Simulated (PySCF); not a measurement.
C₃H₈N (SMILES CC[N]C), doublet, geometry from GFN2-xTB; DF-B3LYP/6-311+G(2d,p) in PySCF.

Input for PySCF:
```python
from pyscf import gto, scf, dft

mol = gto.Mole()
mol.atom = '''
    C     1.822494    0.427937   -0.096667
    C     0.554327   -0.407377    0.014113
    N    -0.595356    0.397684   -0.060654
    C    -1.832860   -0.248655    0.111885
    H     2.701996   -0.210383   -0.061831
    H     1.819861    0.981001   -1.031520
    H     1.868455    1.141595    0.721125
    H     0.536184   -1.165969   -0.792569
    H     0.564161   -0.994438    0.952956
    H    -2.371269    0.242331    0.931371
    H    -1.771973   -1.328235    0.312701
    H    -2.443683   -0.081121   -0.783638
'''
mol.basis = '6-311+g(2d,p)'
mol.charge = 0
mol.spin = 1
mol.verbose = 5
mol.build()

mf = dft.UKS(mol)
mf.xc = 'b3lyp'
mf = mf.density_fit(auxbasis='def2-universal-jkfit')
mf.kernel()
mf.analyze()
```

The log (banner, timings and long lists left out):

```
PySCF version 2.14.0

[INPUT] verbose = 5
[INPUT] max_memory = 4000
[INPUT] num. atoms = 12
[INPUT] num. electrons = 33
[INPUT] charge = 0
[INPUT] spin (= nelec alpha-beta = 2S) = 1
[INPUT] symmetry False subgroup None
[INPUT] Mole.unit = angstrom
[INPUT] Symbol           X                Y                Z      unit          X                Y                Z       unit  Magmom
[...]
[INPUT] ---------------- BASIS SET ----------------
[INPUT] l, kappa, [nprim/nctr], expnt,             c_1 c_2 ...
[INPUT] H
[...]
                                5.09479           0.190373
                                1.15879           0.852161
[...]
[INPUT] N
[...]
                                949.044           0.0149613
                                218.776           0.0735006
                                63.6916           0.248937
                                18.8282           0.60246
                                2.72023           0.256202
[...]
                                7.02614           0.921666
                                2.11205           -0.00256919
[...]
                                7.02614           0.237403
                                2.11205           0.817592
[...]
[INPUT] C
[...]
                                682.024           0.0152306
                                154.973           0.0761269
                                44.4553           0.260801
                                13.029            0.616462
                                1.82773           0.221006
[...]
                                4.80331           0.919999
                                1.45933           -0.00303068
[...]
                                4.80331           0.237594
                                1.45933           0.815854
[...]
nuclear repulsion = 125.30573088966
number of shells = 76
number of NR pGTOs = 224
number of NR cGTOs = 156
basis = 6-311+g(2d,p)
ecp = {}

******** <class 'pyscf.df.df_jk.DFUKS'> ********
method = DFUKS
initial guess = minao
damping factor = 0
level_shift factor = 0
DIIS = <class 'pyscf.scf.diis.CDIIS'>
diis_start_cycle = 1
diis_space = 8
diis_damp = 0
SCF conv_tol = 1e-09
SCF conv_tol_grad = None
SCF max_cycles = 50
direct_scf = False
number electrons alpha = 17  beta = 16
XC library pyscf.dft.libxc version 7.1.2
    S. Lehtola, C. Steigemann, M. J. T. Oliveira, and M. A. L. Marques,  SoftwareX 7, 1–5 (2018)
XC functionals = b3lyp
[...]
converged SCF energy = -173.881254881638  <S^2> = 0.75432537  2S+1 = 2.0043207
Total Energy =                        -173.881254881638370
[...]
spin_pop of  7 H 2s        0.00019
spin_pop of  7 H 3s        0.00012
spin_pop of  7 H 2px       0.00009
spin_pop of  7 H 2py       0.00000
spin_pop of  7 H 2pz       0.00006
spin_pop of  8 H 1s        0.04876
spin_pop of  8 H 2s        0.00014
spin_pop of  8 H 3s        0.00010
spin_pop of  8 H 2px       0.00007
spin_pop of  8 H 2py       0.00001
spin_pop of  8 H 2pz       0.00005
spin_pop of  9 H 1s        0.04516
spin_pop of  9 H 2s        0.00018
spin_pop of  9 H 3s        0.00008
spin_pop of  9 H 2px      -0.00002
spin_pop of  9 H 2py       0.00018
spin_pop of  9 H 2pz       0.00001
spin_pop of  10 H 1s       -0.00113
spin_pop of  10 H 2s       -0.00014
spin_pop of  10 H 3s       -0.00004
spin_pop of  10 H 2px      -0.00001
spin_pop of  10 H 2py       0.00001
spin_pop of  10 H 2pz       0.00010
spin_pop of  11 H 1s        0.04707
spin_pop of  11 H 2s        0.00019
spin_pop of  11 H 3s        0.00008
spin_pop of  11 H 2px      -0.00003
spin_pop of  11 H 2py       0.00012
spin_pop of  11 H 2pz       0.00009
 ** Mulliken Spin Density (per atom)  **
spin density of  0 C =      0.00175
spin density of  1 C =     -0.04709
spin density of  2 N =      0.88588
spin density of  3 C =     -0.04056
spin density of  4 H =     -0.00138
spin density of  5 H =      0.00029
spin density of  6 H =      0.00053
spin density of  7 H =      0.05958
spin density of  8 H =      0.04912
spin density of  9 H =      0.04559
spin density of  10 H =     -0.00121
spin density of  11 H =      0.04751
 ** Mulliken pop alpha/beta on meta-lowdin orthogonal AOs **
 ** Mulliken pop       alpha | beta **
In total            17.00000 | 16.00000
 ** Mulliken atomic charges   ( Nelec_alpha | Nelec_beta ) **
charge of  0C =     -0.32444  (     3.16310      3.16135 )
charge of  1C =     -0.08266  (     3.01778      3.06487 )
charge of  2N =     -0.22725  (     4.05656      3.17069 )
charge of  3C =     -0.22556  (     3.09250      3.13306 )
charge of  4H =      0.10374  (     0.44744      0.44882 )
charge of  5H =      0.11334  (     0.44347      0.44319 )
charge of  6H =      0.11207  (     0.44423      0.44370 )
charge of  7H =      0.09910  (     0.48024      0.42066 )
charge of  8H =      0.09300  (     0.47806      0.42894 )
charge of  9H =      0.12971  (     0.45794      0.41235 )
charge of  10H =      0.07966  (     0.45956      0.46077 )
charge of  11H =      0.12929  (     0.45911      0.41160 )
Dipole moment(X, Y, Z, Debye): -0.18342, -1.46407,  0.23647
```
